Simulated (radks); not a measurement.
Effect of the nuclear size on the osmium ion Os3+, [Xe] 4f14 5d5. Method: Dirac Kohn-Sham, exchange-only LDA, spin-unpolarised, spherical densities, finite nucleus; open shells fill j = l - 1/2 first; Fermi nuclear charge, rms radius 5.4126 fm; computed with a radial shooting solver on a logarithmic mesh with Libxc functionals. The rms radius is varied about that value; shifts are against it.

rms radius (fm)  total energy shift (eV)  density at nucleus (e/bohr^3)  1s1/2 shift (meV)  2s1/2 shift (meV)  5s1/2 shift (meV)  5p1/2 shift (meV)  5d5/2 shift (meV)  6s1/2 (empty) shift (meV)  6p1/2 (empty) shift (meV)
4.6115                             -19.9                      1.769e+06              -8050              -1160              -12.0             -0.052              0.186                      -1.90                     -0.061
4.9363                             -12.1                      1.725e+06              -4880               -701              -7.31             -0.032              0.113                      -1.15                     -0.037
5.4126                                 0                      1.668e+06              0.000              0.000              0.000              0.000              0.000                      0.000                      0.000
5.7969                              10.3                      1.627e+06               4150                595               6.20              0.028             -0.096                      0.979                      0.032
6.3219                              25.0                      1.575e+06              10100               1450               15.1              0.068             -0.233                       2.38                      0.077

Slopes of the eigenvalues against <r^2> in GHz/fm^2, as finite differences over the two radii next to the reference (eigenvalue slopes, not the field-shift constants of lines): 1s1/2 236000, 2s1/2 33900, 5s1/2 354, 5p1/2 1.56, 5d5/2 -5.46, 6s1/2 (empty) 55.8, 6p1/2 (empty) 1.80.
